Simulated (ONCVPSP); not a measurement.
## Transferability test, ONCV potential for chlorine

| Property | Result |
| --- | --- |
| Element | chlorine (Cl) |
| Generator | ONCVPSP 4.0.1 |
| Type | optimised norm-conserving Vanderbilt (ONCV) |
| Functional | Wu-Cohen |
| Relativity | scalar-relativistic |
| Frozen core | [Ne] |
| Valence charge | 7 |
| Reference configuration | 3s1.5 3p5.5 |
| Partial waves | 3s: rc 1.10 bohr, ncon 4, nbas 7, qcut 6.1 1/bohr, 2 projectors, debl 3 Ha; 3p: rc 1.25 bohr, ncon 4, nbas 9, qcut 5.3 1/bohr, 2 projectors, debl 3.3 Ha; d scattering state at 0.42 Ha: rc 1.25 bohr, ncon 4, nbas 7, qcut 7.4 1/bohr, 2 projectors, debl 3.4 Ha |
| Local potential | polynomial inside 0.80 bohr (lpopt 5, dvloc0 4 Ha) |
| Core correction | polynomial model core, fcfact 0.6 |

Energies are relative to the spin-unpolarised reference configuration 3s1.5 3p5.5; without spin polarisation the order of configurations can differ from experiment.

**Question.** Give the all-electron excitation energy and the error of the potential for: 3s2 3p5; 3s2 3p4; 3s2 3p3; 3s2 3p4.5.

**Answer.**

```
valence configuration  charge  ΔE all-electron (eV)  error AE − PS (meV)
              3s2 3p5       0                -6.046                 +0.2
              3s2 3p4      +1                 7.806                 +0.7
              3s2 3p3      +2                33.237                  +10
            3s2 3p4.5    +0.5                -0.476                  0.0
```

Levels in the configuration 3s2 3p5:

```json
{"level": "3s", "all-electron (eV)": "-20.633", "pseudo (eV)": "-20.633"}
{"level": "3p", "all-electron (eV)": "-8.569", "pseudo (eV)": "-8.569"}
```

Note: ghosts flagged at negative energy: s at -216.1 eV; no localised positive-energy state flagged. A true bound ghost makes a file unfit for plane-wave use.
